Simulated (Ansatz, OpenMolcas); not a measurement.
InSiH3ClO (SMILES [SiH3][O][In][Cl]): the vertical ionisation energy, rung by rung

InSiH3ClO: 7 atoms, total charge 0, spin state doublet. SMILES: `[SiH3][O][In][Cl]`. The coordinates come from a PBE0-D4/def2-TZVP relaxation. This is one conformer, not always the lowest.

Each level gives the vertical ionisation energy (to the singlet cation) (eV). The values are calculated.

| level | kind | program | value (eV) | CPU time (all runs) |
| --- | --- | --- | --- | --- |
| U-revPBE/def2-SVP (core potential) | GGA | OpenMolcas | 8.60 | 1.9 min |
| UTPSS/def2-SVP (core potential) | meta-GGA | OpenMolcas | 8.72 | 2.9 min |
| UB3LYP/def2-SVP (core potential) | global hybrid | Ansatz | 8.93 | 26 s |
| UBHLYP/def2-SVP (core potential) | global hybrid | OpenMolcas | 9.10 | 89 s |
| UHSE06/def2-SVP (core potential) | range-separated hybrid | Ansatz | 8.95 | 27 s |
| UPBE-QIDH/def2-SVP (core potential) | double hybrid | Ansatz | 9.00 | 32 s |
| RPA@PBE0/def2-SVP (core potential) | RPA | Ansatz | 8.71 | 43 s |
| UCCSD/def2-SVP (core potential) | coupled cluster or CI | Ansatz | 8.67 | 1.7 min |

Spin-orbit coupling is left out. The values span 8.60 to 9.10 eV. In the correlated wave-function rows the outer d shell of In is correlated, in sets not made for it. The second state's dipole differs much between rows, so they may not all be the same state. CPU times are rough (shared hosts, several kinds of processor and program).
